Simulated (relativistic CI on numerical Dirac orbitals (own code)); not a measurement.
Hyperfine structure of Tb53+, mass number 159

Computed by Dirac-Coulomb-Breit CI, KLI orbitals optimised for each configuration, QED by a radiative potential, unscaled Slater integrals (own radial code, finite nucleus).

Configuration list (outside the closed core [Ne]): 3s2, 3s 3p, 3p2, 3s 3d, 3d2, 3p 3d, 3p 4s, 3d 4s, 3s 4s, 3s 4p, 3s 4d, 3s 4f, 3s 5s, 3s 5p, 3s 5d, 4s2. Levels of other configurations are missing.

Nuclear spin I = 3/2, μ = 2.009 μN, Q = 1.432 b (tables of Stone and Pyykkö). The electronic factors are computed for point nuclear moments, without core polarisation or the Bohr-Weisskopf and QED corrections.

```csv
Level,E (10³ cm⁻¹),A (GHz),B (GHz)
3s 3p 3P°_1,1020.4,2938,-62.7
3s 3p 3P°_2,2532.7,1275,401
3s 3p 1P°_1,2795.7,-847.8,260
3p2 1D_2,3714.6,551.9,358
3p2 3P_1,3725.0,-126.3,201
3s 3d 3D_1,4006.1,-1007,35.9
3s 3d 3D_2,4078.1,1001,67.7
3s 3d 3D_3,4372.5,789.4,90.9
```

Levels with J = 0, under 50 % of one LS term, or S terms without an open s electron are left out. Small factors come from cancelling terms and can be off by tens of per cent or more.

At this charge energies of transitions that change n are usually good to better than 1 %, and those within a shell (Δn = 0) to a few per cent.

(1) Give the hyperfine levels of 3s 3p 3P°_1 relative to its centre of gravity.

Answers

(1) With K = F(F + 1) − I(I + 1) − J(J + 1), E = AK/2 + B[¾K(K + 1) − I(I + 1)J(J + 1)]/[2I(2I − 1)J(2J − 1)]: F = 1/2: -7424, F = 3/2: -2876, F = 5/2: 4392 GHz.

LS names give the leading component of a level, which can be under half, so a name can repeat, a term be missing and a line seem to break the LS rules.
